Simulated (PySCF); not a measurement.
Isomers of C8H10Se. Method: PySCF, PBE0-D3(BJ)/def2-SVP geometry optimisation, gas phase. One conformer each; no zero-point energy, no entropy. No frequencies were run at this level. Point groups hold within 0.08 Å.

**Question.** Order them by energy at this level, lowest first, and give relative energies in kJ/mol.
A. `[CH3:1][Se:2][c:3]1[cH:4][cH:5][c:6]([CH3:7])[cH:8][cH:9]1` with C1–Se2–C3–C4 -176°
B. `[CH3:1][Se:2][C:3]1=[CH:4][C@H:5]2[CH:6]=[CH:7][C@@H:8]1[CH2:9]2` with C1–Se2–C3–C4 1°

**Answer.** A (0.0), B (185.0).

As drawn, the lower has an aromatic ring, which the higher lacks; the higher has a C=C bond outside aromatic rings, which the lower lacks.

```tsv
SMILES	E (Eh)	E rel (kJ/mol)	dipole (D)	point group	A, B, C (MHz)
C[Se]c1ccc(C)cc1	-2711.27152	0.0	1.31	–	3610, 560.3, 488.2
C[Se]C1=C[C@H]2C=C[C@@H]1C2	-2711.20104	185.0	1.08	C1	2854, 735.2, 680.4
```
